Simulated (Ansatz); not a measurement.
`C1[O][GeH2][Se]1` → `O=[CH][GeH2][SeH]`  (isomerisation)

Gas-phase electronic energies from Ansatz, PBE0-D4/def2-TZVP geometries. CBS: MP2 limit from def2 TZ/QZ plus the TZ coupled-cluster correction, frozen cores. For Ge, Se outer-core shells are correlated without core-valence functions, which leaves a few kJ/mol of doubt a bond. Scalar relativity is left out up to krypton. Each species was taken in one conformer, which may not be the lowest.

```tsv
level	ΔE (kJ/mol)
CCSD(T)/def2-TZVPP	40.5
MP2/def2-QZVPP	54.4
```

Question: What does CCSD(T)/CBS give? (Best estimate.)

Answer: The calculation gave: +44.4 kJ/mol. The listed levels differ from it by -3.9, 10.0 kJ/mol.

Largest T1 diagnostic among the species: 0.013.

In def2-TZVPP, CCSD(T) changes the Hartree–Fock value by +14.5 kJ/mol (the triples alone add +1.2 kJ/mol) and MP2 by +26.0 kJ/mol. From PBE to PBE0 (25 % exact exchange), in def2-TZVPP and without D4, ΔE moves by +12.3 kJ/mol. The D4 term adds +3.6 kJ/mol with B3LYP and +1.5 kJ/mol with PBE0; it sums over pairs of atoms, weighted by their polarisabilities, and B3LYP, whose exchange is more repulsive, gets the larger term.

B3LYP here is the variant with VWN-RPA as its local correlation; programs differ in this.
